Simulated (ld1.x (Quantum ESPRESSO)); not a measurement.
## What one change does to a pseudopotential (chlorine (Cl), TM)

Cl, norm-conserving Troullier–Martins (Kleinman–Bylander form), made with ld1.x (Quantum ESPRESSO) 7.5 (PBE, scalar-relativistic). Core [Ne], reference 3s1.5 3p5.5. Waves: 3s (bound): rc 1.20 bohr; 3p (bound): rc 1.35 bohr; 3d channel at 0.3 Ry: rc 1.30 bohr. Local part: all-electron potential smoothed inside 0.95 bohr (lloc = -1). Core correction: Bessel-smoothed model core, default radius (core density twice the valence density).

Change: all radii but the core radius scaled by about 1.35 (s 1.62, p 1.82, d 1.74 bohr); local potential all-electron potential smoothed inside 1.28 bohr (lloc = -1).

Cutoffs: the cutoffs (Ry, on a coarse ladder) from which the occupation-weighted sum of valence levels, in a spherical-Bessel basis at the reference potential, stays within 10 and 1 mRy of its value at 400 Ry; they do not see the model core or the augmentation charge, which bear on the density cutoff. Errors are all-electron minus pseudo energies relative to the spin-unpolarised reference configuration.

Problem. What does the change do?

Solution. The potential gets softer (35 Ry and 70 Ry → 30 Ry and 55 Ry); of the 7 tests that both files solve, the error grows in 2 and shrinks in 2 by more than 15 % and 0.3 meV (median size 3.1 → 2.8 meV); neither file shows a bound ghost. A larger radius leaves more room for a smooth pseudo-wave, so fewer plane waves are needed.

```csv
quantity,base,changed
"cutoff, loose",35 Ry,30 Ry
"cutoff, tight",70 Ry,55 Ry
loose cutoff by channel (10 mRy a level),"s 30 Ry, p 12 Ry","s 21 Ry, p 12 Ry"
bound ghosts,none,none
"error for 3s2 3p5, meV [ΔE -6.06 eV]",+0.3,-1.0
"error for 3s2 3p4, meV [ΔE 7.81 eV]",+3.1,+2.8
"error for 3s2 3p3, meV [ΔE 33.26 eV]",+30,+34
"error for 3s1 3p5, meV [ΔE 20.52 eV]",+6.2,+4.1
"error for 3s2 3p2, meV [ΔE 71.57 eV]",+110,+122
"error for 3s2 3p5.3, meV [ΔE -8.20 eV]",+1.3,0.0
"error for 3s2 3p4.5, meV [ΔE -0.48 eV]",0.0,-1.1
```
